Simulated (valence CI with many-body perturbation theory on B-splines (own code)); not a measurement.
## E1 line list for Ne4+

Level of theory: valence CI with perturbative core correlation (CI+MBPT): four valence electrons over a frozen Dirac-Fock core [He], radial functions for each j: 11 s, 11 p, 10 d, 8 f, 5 g, 2 h, with the one-electron correlation potential Σ1 (screened to all orders), the two-electron term Σ2, the three-electron term Σ3, Breit, model QED; selected single and double excitations, second order for the rest, scaled by the run's own slope (own B-spline code, finite nucleus).

Set against measurement, 36 paired levels are off by 134 cm⁻¹ on average, the worst by 368. These come from a selection out of NIST levels in Podobedova, Fuhr, Reader and Wiese, J. Phys. Chem. Ref. Data 33, 525 (2004). Levels without a partner in it may be off by more. Among the levels kept, up to 1600 cm⁻¹ of a level comes from second order outside the variational space, and about a tenth of that is noise between levels of different J, which matters for small intervals. 6 measured levels below the end of the list, from 690000 cm⁻¹ on, found no clear computed partner, and computed levels of the same name lie up to 10356 cm⁻¹ from them.

Lines 301 to 350 of 456 in falling wavelength, among levels below 112.24 eV, chosen from the strongest by gf and those to the six lowest levels. Wavelengths and rates use the calculated energies, so an error of 100 cm⁻¹ moves a line at 184.9 Å by 0.018 % and its rate by three times that or more. Electric multipoles are in the length gauge, E1 and E2 with the static RPA response of the core. Weak lines are less certain than strong ones. Lines between different terms over intervals too small for the method are left out, as are lines whose strength nearly cancels. The highest levels of a list are the least certain.

Letters in brackets count levels of one name in rising energy.

| λ vac (Å) | λ from measured levels | Upper | Lower | A (s⁻¹) | S (a.u.) |
| --- | --- | --- | --- | --- | --- |
| 399.1 |  | 2s.2p2.3p 3P°_1 [d] | 2s2.2p.3p 3S_1 | 3.26e+09 | 3.07e-01 |
| 399.0 |  | 2s.2p2.3p 3S°_1 [b] | 2s2.2p.3p 3P_2 | 6.14e+09 | 5.77e-01 |
| 398.9 |  | 2s.2p2.3p 3D°_1 [c] | 2s2.2p.3p 3D_1 | 5.47e+09 | 5.14e-01 |
| 398.6 |  | 2s.2p2.3p 3P°_2 [d] | 2s2.2p.3p 3S_1 | 3.54e+09 | 5.53e-01 |
| 398.3 |  | 2s.2p2.3p 3S°_1 [b] | 2s2.2p.3p 3P_1 | 3.81e+09 | 3.57e-01 |
| 397.4 |  | 2s.2p2.3s 1P_1 | 2s2.2p.3s 1P°_1 | 9.64e+09 | 8.96e-01 |
| 396.5 |  | 2s.2p2.3s 3P_1 [b] | 2s2.2p.3s 3P°_2 | 4.40e+09 | 4.06e-01 |
| 395.7 |  | 2s.2p2.3s 3P_2 [b] | 2s2.2p.3s 3P°_2 | 7.58e+09 | 1.16e+00 |
| 395.4 |  | 2s.2p2.3s 3P_0 [b] | 2s2.2p.3s 3P°_1 | 9.79e+09 | 2.99e-01 |
| 394.5 |  | 2s.2p2.3s 3P_1 [b] | 2s2.2p.3s 3P°_0 | 3.27e+09 | 2.97e-01 |
| 394.3 |  | 2s.2p2.3s 3P_2 [b] | 2s2.2p.3s 3P°_1 | 2.52e+09 | 3.80e-01 |
| 379.5 |  | 2s2.2p.5d 3F°_4 | 2s2.2p.3p 3D_3 | 2.32e+09 | 5.63e-01 |
| 379.4 |  | 2s2.2p.5d 3F°_3 | 2s2.2p.3p 3D_2 | 2.06e+09 | 3.89e-01 |
| 365.2 |  | 2s.2p3 1P°_1 | 2s2.2p2 1D_2 | 1.34e+10 | 9.65e-01 |
| 359.0 |  | 2s.2p3 3S°_1 | 2s2.2p2 3P_2 | 1.20e+10 | 8.24e-01 |
| 358.1 |  | 2s.2p3 3S°_1 | 2s2.2p2 3P_1 | 7.19e+09 | 4.89e-01 |
| 357.6 |  | 2s.2p3 3S°_1 | 2s2.2p2 3P_0 | 2.39e+09 | 1.62e-01 |
| 191.9 |  | 2s.2p2.3s 1D_2 | 2s.2p3 1D°_2 | 8.88e+09 | 1.55e-01 |
| 184.9 | 184.7 | 2s2.2p.3s 1P°_1 | 2s2.2p2 1S_0 | 6.63e+09 | 6.20e-02 |
| 183.8 |  | 2s.2p2.3s 3P_2 [a] | 2s.2p3 3D°_3 | 1.03e+10 | 1.58e-01 |
| 181.0 |  | 2s.2p2.3s 1P_1 | 2s.2p3 1P°_1 | 1.82e+10 | 1.60e-01 |
| 174.0 | 173.9 | 2s2.2p.3s 1P°_1 | 2s2.2p2 1D_2 | 2.08e+10 | 1.62e-01 |
| 171.5 |  | 2s.2p2.3d 1D_2 | 2s.2p3 1P°_1 | 1.85e+10 | 2.30e-01 |
| 171.0 |  | 2s.2p2.3d 1P_1 | 2s.2p3 1P°_1 | 1.78e+10 | 1.31e-01 |
| 170.7 |  | 2s.2p2.3s 1P_1 | 2s.2p3 1D°_2 | 2.29e+10 | 1.68e-01 |
| 168.8 |  | 2s.2p2.3d 3P_2 [a] | 2s.2p3 3P°_2 | 2.53e+10 | 3.01e-01 |
| 168.0 | 167.9 | 2s2.2p.3s 3P°_1 | 2s2.2p2 3P_2 | 7.56e+09 | 5.31e-02 |
| 167.9 | 167.8 | 2s2.2p.3s 3P°_0 | 2s2.2p2 3P_1 | 1.81e+10 | 4.23e-02 |
| 167.8 | 167.7 | 2s2.2p.3s 3P°_1 | 2s2.2p2 3P_1 | 4.50e+09 | 3.15e-02 |
| 167.7 | 167.7 | 2s2.2p.3s 3P°_2 | 2s2.2p2 3P_2 | 1.36e+10 | 1.59e-01 |
| 167.6 | 167.6 | 2s2.2p.3s 3P°_1 | 2s2.2p2 3P_0 | 6.03e+09 | 4.21e-02 |
| 167.5 | 167.5 | 2s2.2p.3s 3P°_2 | 2s2.2p2 3P_1 | 4.55e+09 | 5.27e-02 |
| 166.1 |  | 2s.2p2.3s 3D_2 | 2s.2p3 3D°_2 | 1.31e+10 | 1.49e-01 |
| 166.1 |  | 2s.2p2.3s 3D_3 | 2s.2p3 3D°_3 | 1.71e+10 | 2.70e-01 |
| 165.0 |  | 2s.2p2.3d 1F_3 | 2s.2p3 1D°_2 | 3.04e+10 | 4.71e-01 |
| 164.6 |  | 2s.2p2.3d 3D_1 [a] | 2s.2p3 3P°_0 | 2.40e+10 | 1.58e-01 |
| 164.6 |  | 2s.2p2.3d 3D_1 [a] | 2s.2p3 3P°_1 | 1.94e+10 | 1.28e-01 |
| 164.6 |  | 2s.2p2.3d 3D_2 [a] | 2s.2p3 3P°_1 | 3.21e+10 | 3.53e-01 |
| 164.6 |  | 2s.2p2.3d 3D_2 [a] | 2s.2p3 3P°_2 | 1.24e+10 | 1.37e-01 |
| 164.5 |  | 2s.2p2.3d 3D_3 [a] | 2s.2p3 3P°_2 | 4.40e+10 | 6.77e-01 |
| 164.3 |  | 2s.2p2.3s 5P_1 | 2s.2p3 5S°_2 | 1.42e+10 | 9.35e-02 |
| 164.2 |  | 2s.2p2.3s 5P_2 | 2s.2p3 5S°_2 | 1.43e+10 | 1.56e-01 |
| 164.0 |  | 2s.2p2.3s 5P_3 | 2s.2p3 5S°_2 | 1.43e+10 | 2.18e-01 |
| 162.2 |  | 2s.2p2.3d 1D_2 | 2s.2p3 1D°_2 | 5.96e+10 | 6.28e-01 |
| 161.8 |  | 2s.2p2.3d 1P_1 | 2s.2p3 1D°_2 | 2.33e+10 | 1.46e-01 |
| 158.9 | 158.8 | 2s.2p2.3d 3F_2 [a] | 2s.2p3 3D°_1 | 4.64e+10 | 4.59e-01 |
| 158.8 | 158.7 | 2s.2p2.3d 3F_3 [a] | 2s.2p3 3D°_2 | 4.93e+10 | 6.82e-01 |
| 158.7 | 158.6 | 2s.2p2.3d 3F_4 [a] | 2s.2p3 3D°_3 | 5.51e+10 | 9.78e-01 |
| 156.3 |  | 2s.2p2.3d 3D_2 [a] | 2s.2p3 3D°_2 | 1.43e+10 | 1.34e-01 |
| 156.2 |  | 2s.2p2.3d 3D_3 [a] | 2s.2p3 3D°_3 | 1.95e+10 | 2.57e-01 |
